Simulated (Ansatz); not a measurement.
A set of 12 reactions (isomerisation), with CCSD(T)/CBS values in kJ/mol:

```
                                                     reaction     ΔE
                                          `COB(C)N` → `COBCN`  196.5
                                        `CCC(O)F` → `CC(O)CF`   32.1
                `O[Si](F)(F)O[SiH3]` → `O[Si@H](F)[Si@H](O)F`  170.0
                   `O[Si](F)(F)O[SiH3]` → `O[SiH](F)O[SiH2]F`    0.7
                                          `COB(C)N` → `CBOCN`  156.7
                                        `COB(C)N` → `CNB(C)O`  -15.6
                  `O[Si](F)(F)O[SiH3]` → `O[SiH2][Si](O)(F)F`  152.8
                                          `COB(C)N` → `CBNCO`  148.6
`CC(C)[NH][Zr]([OH])([OH])[OH]` → `C[O][Zr]([NH2])([O]C)[O]C`  131.7
                            `O=COc1ccccc1` → `O=C(O)c1ccccc1`  -78.5
                               `[CH2]C[SiH2]O`• → `CC[SiH]O`•  -32.1
                                        `COB(C)N` → `BNC(C)O`  173.3
```

Isolated molecules relaxed with PBE0-D4/def2-TZVP in Ansatz; ΔE leaves out vibrations. CCSD(T)/CBS is the MP2 limit (def2-TZVPP, def2-QZVPP) plus CCSD(T) − MP2 in def2-TZVPP, frozen cores. DFT in def2-TZVPP. B3LYP here is the variant with VWN-RPA as its local correlation; programs differ in this. No spin–orbit coupling; open shells (•) take unrestricted orbitals. Elements past krypton have def2 core potentials. For Zr outer-core shells are correlated without core-valence functions, which leaves a few kJ/mol of doubt a bond. One conformer a species, not always the lowest.

(1) Give the mean, mean absolute and largest difference (level minus CCSD(T)/CBS, kJ/mol) for: PBE0-D4, ωB97X-V, B2PLYP, r2SCAN, B3LYP, HF/def2-TZVPP, MP2/def2-TZVPP, SCS-MP2/def2-TZVPP, CCSD/def2-TZVPP, CCSD(T)/def2-TZVPP, HF/def2-QZVPP, MP2/def2-QZVPP, MP2/CBS(def2), CCSD/CBS(def2). (Best estimate.)

The largest T1 diagnostic in the set is 0.016, for `C[O][Zr]([NH2])([O]C)[O]C` (customary mark 0.02).

CCSD(T)/CBS is a level of theory with its own doubt, and the functionals carry their triple-zeta basis error, so these figures describe this set and don't rank the functionals.

Results:

(1) The calculation gave: 
```tsv
level	mean	mean absolute	largest
PBE0-D4	-4.7	5.6	-18.7
ωB97X-V	-2.7	4.4	-15.1
B2PLYP	-1.4	3.4	-25.2
r2SCAN	0.1	4.6	-15.4
B3LYP	-3.9	6.3	-40.3
HF/def2-TZVPP	5.1	13.9	-47.0
MP2/def2-TZVPP	1.5	3.8	-9.2
SCS-MP2/def2-TZVPP	0.3	3.5	-11.3
CCSD/def2-TZVPP	1.0	3.3	-12.2
CCSD(T)/def2-TZVPP	-0.3	2.0	-9.4
HF/def2-QZVPP	5.5	14.7	-48.4
MP2/def2-QZVPP	1.8	4.4	9.8
MP2/CBS(def2)	1.8	4.7	14.3
CCSD/CBS(def2)	1.3	1.8	5.3
```
